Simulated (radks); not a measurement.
Results of a calculation; reference values are marked as such.
How relativity changes the ionisation of neutral iridium ([Xe] 4f14 5d7 6s2) to Ir+ ([Xe] 4f14 5d7 6s1). Spin-unpolarised spherical Kohn-Sham, PBEsol, point nucleus unless stated (finite: rms radius 5.4032 fm), a radial shooting solver on a logarithmic mesh with Libxc functionals. A level marked "c x" has the speed of light scaled by that factor and shares open shells by 2j + 1; other Dirac levels either fill j = l - 1/2 first or share by 2j + 1.

level                               E(Ir) (hartree)  E(Ir+) (hartree)  IE (eV)   HOMO  <r> HOMO (bohr)
non-rel.                                -16805.5313       -16805.2267    8.289     6s            3.259
scalar-rel.                             -17822.5034       -17822.1385    9.929     6s            2.884
scalar-rel., finite nucleus             -17819.0604       -17818.6957    9.924     6s            2.885
Dirac, 2j+1 shares                      -17852.9590       -17852.5938    9.937  6s1/2            2.885
Dirac, low j first                      -17853.0130       -17852.6496    9.886  6s1/2            2.892
Dirac, 2j+1 shares, finite nucleus      -17849.4797       -17849.1146    9.933  6s1/2            2.886
Dirac, c x 2                            -17035.4875       -17035.1710    8.613  6s1/2            3.171
Dirac, c x 5                            -16841.1744       -16840.8680    8.338  6s1/2            3.245
Dirac, c x 100                          -16805.6199       -16805.3153    8.289  6s1/2            3.259

NIST Atomic Spectra Database: 8.967 eV (measured). The relativistic part of the total energy of Ir is -1044 hartree (Dirac, 2j+1 shares, finite nucleus), 6.2 % of the non-relativistic value. Spin polarisation and multiplet splitting of open shells are left out at every level.

Beside tabulated values, note that relativity, absent from the non-relativistic runs, is large for the heavy elements, and spin-unpolarised runs miss the spin-polarisation part of the exchange energy of open shells.
